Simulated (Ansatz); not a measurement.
Isolated molecules relaxed with PBE0-D4/def2-TZVP in Ansatz; ΔE leaves out vibrations. CCSD(T)/CBS adds triple-zeta CCSD(T) − MP2 to the extrapolated MP2 energy (def2 sets, frozen cores). DFT in def2-TZVPP. B3LYP here is the variant with VWN-RPA as its local correlation; programs differ in this. Each species was taken in one conformer, which may not be the lowest.

Reaction (cleavage of the Si–Si bond): `O[SiH](S)[SiH2][SiH3]` + `BN[SiH2]Cl` → `BN([SiH2][SiH3])[SiH2]Cl` + `O[SiH2]S`

| level | ΔE (eV) |
| --- | --- |
| PBE0-D4 | -0.24 |
| ωB97M-V | -0.42 |
| B2PLYP | -0.38 |
| r2SCAN | -0.29 |
| B3LYP | -0.30 |
| SCS-MP2/def2-TZVPP | -0.50 |
| CCSD/def2-TZVPP | -0.42 |
| MP2/CBS(def2) | -0.47 |

(1) What does CCSD(T)/CBS give? (Best estimate.)

Largest T1 diagnostic among the species: 0.013.

## Answers

(1) The calculation gave: -0.40 eV. The listed levels differ from it by 0.16, -0.02, 0.02, 0.11, 0.10, -0.10, -0.02, -0.07 eV.

The D4 term adds −0.07 eV with B3LYP and −0.04 eV with PBE0; it sums over pairs of atoms, weighted by their polarisabilities, and B3LYP, whose exchange is more repulsive, gets the larger term. From PBE to PBE0 (25 % exact exchange), in def2-TZVPP and without D4, ΔE moves by −0.07 eV.
